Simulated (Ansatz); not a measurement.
Relative stability

Two relaxed structures of CH$_{4}$OTe, singlet (PBE0-D4/def2-TZVP; forces vanish, vibrations not checked).

A:

C1  (-0.502, 1.104, -0.274)
O2  (-0.730, 0.939, 0.890)
Te3  (0.267, -2.786, 0.432)
H4  (-0.138, 0.280, -0.919)
H5  (-0.646, 2.089, -0.760)
H6  (-0.154, -1.362, 1.172)
H7  (1.873, -2.454, 0.661)
(Å)

B:

```
7
angstrom
C -0.5237 0.7398 -0.2307
O -0.8189 -0.4575 0.5086
Te 0.5719 -2.1430 0.1970
H -0.5939 0.4669 -1.2805
H 0.4868 1.0842 -0.0069
H -1.2699 1.4962 0.0184
H -0.7800 -0.2812 1.4553
```

Program: Ansatz 0.2.0. Basis: def2-TZVPP. Cores are frozen in the correlated methods. Filled d shells of the heavier atoms are correlated. Core potentials replace the inner electrons of the atoms past krypton. The def2 sets are not built for correlating such inner shells, so the correlated values are less sure here. B3LYP uses VWN-RPA correlation.

Problem. Which structure is lower at CCSD(T), and by how much? (To be estimated.)

Solution. By the calculation: A, by 31.6 kJ/mol (electronic energy, against the other). By their contacts, A is a complex of CH₂O ([CH2][O]) + H₂Te and B is CH₄OTe ([CH3][OH][Te]).

All methods give the same order:

| method | E(B) − E(A) (kJ/mol) |
| --- | --- |
| PBE-D4 | 33.0 |
| r2SCAN-D4 | 31.1 |
| PBE0-D4 | 20.4 |
| B3LYP-D4 | 25.7 |
| wB97M-V | 14.0 |
| HF | 14.6 |
| MP2 | 29.2 |
| CCSD | 27.4 |
| CCSD(T) | 31.6 |

No T1 diagnostic of these runs exceeds 0.013. The restricted Hartree–Fock reference is unstable towards an unrestricted one at one or more of these structures.

Labels in which every atom is bracketed show which atoms are joined, not bond orders.

For scale, one of the runs: CCSD(T)/def2-TZVPP, 168 basis functions, launched by `ansatz run in.yaml --threads 2 --pin off --events-out ev --progress --plain --max-ram 4352MiB`. The run took 79 s on 2 CPU threads of an Arm Neoverse V1 (shared host), with 1.6 GiB of host memory at its peak.
